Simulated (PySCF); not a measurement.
Mo: interval between two levels

Mo [Kr] 4d5 5s1 [7S3, M_J = 3] → Mo [Kr] 4d4 5s1 6s1 [7D5, M_J = 5], as a difference of total energies. Computed with PySCF 2.14 in x2c-TZVPall-2c with one added diffuse shell each of s, p, d type (9s10p8d1f, 86 functions), with the two-component X2C-1e Hamiltonian. Correlated levels: [Ar] 3d10 frozen; the 6 highest virtual spinors dropped. "Screened" scales the spin-orbit matrix elements by Boettger's factors to mimic the two-electron term; Breit and QED terms are absent.

```
                    method  interval between two levels (cm⁻¹)
           GHF (spin-free)                               44841
          GMP2 (spin-free)                               49329
 GHF (screened spin-orbit)                               45495
GMP2 (screened spin-orbit)                               50022
```

The labels give the starting determinants; with spin-orbit coupling the two ends relaxed to ⟨J²⟩ = 12.00, ⟨L²⟩ = 0.01, ⟨S²⟩ = 12.00 and ⟨J²⟩ = 30.01, ⟨L²⟩ = 6.04, ⟨S²⟩ = 11.99.

The promoted electron is Rydberg-like, and one or two diffuse shells describe it only roughly, which tends to raise the upper state.
